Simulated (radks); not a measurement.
Problem. Species: Ti. Configuration: [Ar] 3d2 4s1.75 4d0.25 (fractional occupations, a model configuration). All-electron calculation, Dirac Kohn-Sham, PBE, spin-unpolarised, spherical densities, finite nucleus; open shells fill j = l - 1/2 first; Fermi nuclear charge, rms radius 3.5921 fm. Program: a radial shooting solver on a logarithmic mesh with Libxc functionals. Some entries of the table are withheld. Estimate them.

orbital,occ.,eigenvalue (eV),<r^2> (bohr^2)
1s1/2,2,-4869.349,0.006513
2s1/2,2,-538.0846,0.1248
2p1/2,2,-449.2667,(1)
2p3/2,4,-443.4941,(2)
3s1/2,2,-63.9228,1.170
3p1/2,2,(3),1.377
3p3/2,4,(4),1.398
3d3/2,2,(5),3.412
4s1/2,1.75,-5.5019,(6)
4d3/2,0.25,(7),496.4

Solution. 
(1) 2p1/2 <r^2> (bohr^2): 0.1025
(2) 2p3/2 <r^2> (bohr^2): 0.1043
(3) 3p1/2 eigenvalue (eV): -40.5973
(4) 3p3/2 eigenvalue (eV): -39.9399
(5) 3d3/2 eigenvalue (eV): -5.5633
(6) 4s1/2 <r^2> (bohr^2): 13.48
(7) 4d3/2 eigenvalue (eV): -0.2777
